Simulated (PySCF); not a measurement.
Can point charges reproduce the dipole moment of `CC#C[B@@H-](CC)[N+]#CC`?

Coordinates (PBE0-D3(BJ)/def2-SVP, Å) and charges (e) from the PBE0/pcSseg-1 density (PySCF):

| atom | x | y | z | Mulliken | IAO | Hirshfeld | ESP-fitted |
| --- | --- | --- | --- | --- | --- | --- | --- |
| C1 | 2.997 | 2.757 | -0.642 | -0.1942 | -0.4224 | -0.1035 | -0.5233 |
| C2 | 2.023 | 1.677 | -0.620 | -0.3540 | -0.0851 | -0.0842 | +0.2566 |
| C3 | 1.213 | 0.765 | -0.618 | -0.1598 | -0.1555 | -0.1550 | -0.6760 |
| B4 | 0.199 | -0.434 | -0.610 | +0.3354 | -0.0905 | +0.0218 | +0.5759 |
| C5 | 0.673 | -1.735 | 0.241 | -0.4481 | -0.3594 | -0.1432 | -0.1341 |
| C6 | -0.313 | -2.895 | 0.250 | -0.2884 | -0.3959 | -0.1252 | -0.2278 |
| N7 | -1.117 | 0.101 | 0.067 | -0.3196 | +0.0292 | +0.0109 | -0.3539 |
| C8 | -2.077 | 0.460 | 0.587 | +0.1944 | +0.2301 | +0.1826 | +0.5315 |
| C9 | -3.287 | 0.920 | 1.232 | -0.2007 | -0.4486 | -0.0592 | -0.5727 |
| H10 | 3.517 | 2.809 | -1.612 | +0.1429 | +0.1603 | +0.0518 | +0.1657 |
| H11 | 2.517 | 3.735 | -0.474 | +0.1354 | +0.1566 | +0.0491 | +0.1600 |
| H12 | 3.766 | 2.628 | 0.138 | +0.1403 | +0.1579 | +0.0501 | +0.1564 |
| H13 | -0.184 | -0.738 | -1.739 | -0.0567 | -0.0012 | -0.0829 | -0.1820 |
| H14 | 1.624 | -2.056 | -0.219 | +0.1204 | +0.1398 | +0.0322 | +0.0382 |
| H15 | 0.932 | -1.442 | 1.274 | +0.0967 | +0.1165 | +0.0159 | +0.0192 |
| H16 | -1.273 | -2.616 | 0.719 | +0.0790 | +0.1072 | +0.0147 | +0.0212 |
| H17 | 0.065 | -3.771 | 0.803 | +0.1061 | +0.1277 | +0.0292 | +0.0629 |
| H18 | -0.547 | -3.227 | -0.775 | +0.1094 | +0.1300 | +0.0315 | +0.0452 |
| H19 | -3.401 | 2.002 | 1.077 | +0.1881 | +0.2020 | +0.0885 | +0.2157 |
| H20 | -4.158 | 0.402 | 0.806 | +0.1863 | +0.2005 | +0.0875 | +0.2062 |
| H21 | -3.238 | 0.714 | 2.311 | +0.1872 | +0.2007 | +0.0874 | +0.2152 |

**Question.** Compute μ = Σ q r for each scheme (1 e·Å = 4.803 D) and compare with the dipole of the full density.

**Answer.** The full density gives (-6.00, 2.54, 3.24) D, 7.28 D in size; dipole vectors point from the negative to the positive end.

```
    scheme     μx    μy    μz  size (D)  share of the full size (%)  angle to the full dipole (°)
  Mulliken  -7.35  3.10  3.20      8.59                         118                             5
       IAO  -6.15  2.50  2.91      7.25                         100                             3
 Hirshfeld  -6.36  2.61  2.91      7.46                         103                             4
ESP-fitted  -5.99  2.53  3.24      7.27                         100                             0
```

**Question.** Which set comes closest?

**Answer.** Length of the difference vector: ESP-fitted 0.01 D, IAO 0.37 D, Hirshfeld 0.49 D, Mulliken 1.46 D. Closest: ESP-fitted. The schemes that divide the density aren't constrained to reproduce the dipole.

**Question.** What is left for the Hirshfeld atoms' own dipoles?

**Answer.** The Hirshfeld atoms' densities add up to the full density, so μ = Σ q r + Σ (atomic dipoles). The atomic dipoles sum to (-6.00, 2.54, 3.24) − (-6.36, 2.61, 2.91) = (0.36, -0.07, 0.33) D, 0.49 D in size.

**Question.** With the origin at the mean of the coordinates, (-0.003, 0.003, 0.105) Å, which are the largest single terms, by size, of the ESP-fitted dipole along the direction of the full one?

**Answer.** C9 -9.71, C8 +5.32, C1 +4.63, H19 +4.07, H21 +4.03 D; all 21 atoms together +7.27 D. The single terms depend on the origin, their sum doesn't.

**Question.** Give the size of the full dipole in other units.

**Answer.** 7.28 D = 2.862 au = 1.515 e·Å = 24.27 × 10⁻³⁰ C·m.

Geometry: PBE0-D3(BJ)/def2-SVP, one conformer, isolated molecule.

The values belong to the conformer `[CH3:1][C:2]#[C:3][B@@H-:4]([CH2:5][CH3:6])[N+:7]#[C:8][CH3:9]`: C3–B4–C5–C6 180°.
